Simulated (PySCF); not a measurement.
Br2Zn.

```xyz
3

Zn     0.0000     0.0000     0.0000
Br     0.0000     0.0000     2.2428
Br     0.0000     0.0000    -2.2428
```
Charge 0, spin multiplicity 1.

Geometry optimised at B3LYP-D3(BJ)/def2-SVP. The isomer is the one that the SMILES or the coordinates give; other isomers of the formula were not compared.

Method: PBE/pcSseg-1 (PySCF). Non-relativistic, no solvent.

**Question.** Give the absolute GIAO shielding of each atom: isotropic value and principal components (ppm). (An estimate is asked for; the answer gives what the named calculation found.)

**Answer.** 
```json
[
 {"atom": "Zn1", "σ(iso)": "1658.1", "σ11": "1219.7", "σ22": "1219.7", "σ33": "2534.9", "span": "1315.2"},
 {"atom": "Br2", "σ(iso)": "2717.9", "σ11": "2510.8", "σ22": "2510.8", "σ33": "3132.0", "span": "621.2"},
 {"atom": "Br3", "σ(iso)": "2717.9", "σ11": "2510.8", "σ22": "2510.8", "σ33": "3132.0", "span": "621.2"}
]
```
